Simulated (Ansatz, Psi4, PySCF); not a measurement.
Dimer: CH6AlN (SMILES C[NH][AlH2]) (first 9 atoms) with NH3 (SMILES N); geometry from B3LYP-D3(BJ)/def2-TZVP, rigid monomers moved along the line of their centres of mass till H4···N10 is 2.73 Å.
(charge 0, multiplicity 1):
```xyz
13

C     -0.5006    -0.4074     1.5620
N     -0.3529     0.2877     0.2915
Al     0.8170    -0.0088    -1.0056
H     -0.3564     0.2577     2.4199
H      0.2462    -1.2001     1.6360
H     -1.4854    -0.8762     1.6654
H     -1.0347     1.0262     0.1867
H      0.7365     0.9115    -2.2839
H      1.8611    -1.1720    -0.7904
N     -0.0596     0.1483     5.1356
H      0.4545    -0.5696     4.6379
H     -1.0253     0.0913     4.8332
H      0.3009     1.0446     4.8287
```

Monomers are frozen at their geometry in the pair; levels with a basis set take the counterpoise correction. Rows marked so take none.

Correlated levels freeze the cores. Rows in 6-311+G**, 6-31G* carry no dispersion term and start afresh at each structure (6-31G* with six Cartesian d functions).

Programs: Ansatz (a quantum-chemistry and plane-wave program) with Gaussian orbitals; Psi4 for SAPT; PySCF for 6-311+G** rows, 6-31G* rows, the dispersion terms. Each number belongs to the level named beside it.

| level | interaction energy (kcal/mol) |
|---|---|
| HF/6-31G* (no counterpoise) | 0.53 |
| B3LYP/6-31G* | 0.92 |
| B3LYP/6-311+G** (no counterpoise) | 0.97 |
| B3LYP-D3(BJ)/def2-TZVPPD | -0.01 |
| B3LYP-D4/def2-TZVPPD | 0.20 |
| PBE0-D3(BJ)/def2-TZVPPD | -0.17 |
| wB97M-V/def2-TZVPPD | 0.13 |
| SCS-MP2/aug-cc-pV(D+d)Z | ___ |
| SAPT0/jun-cc-pV(D+d)Z | ___ |

Problem. Some entries are withheld; supply them.

Solution. 
- SCS-MP2/aug-cc-pV(D+d)Z, interaction energy (kcal/mol): 0.79
- SAPT0/jun-cc-pV(D+d)Z, interaction energy (kcal/mol): 0.68
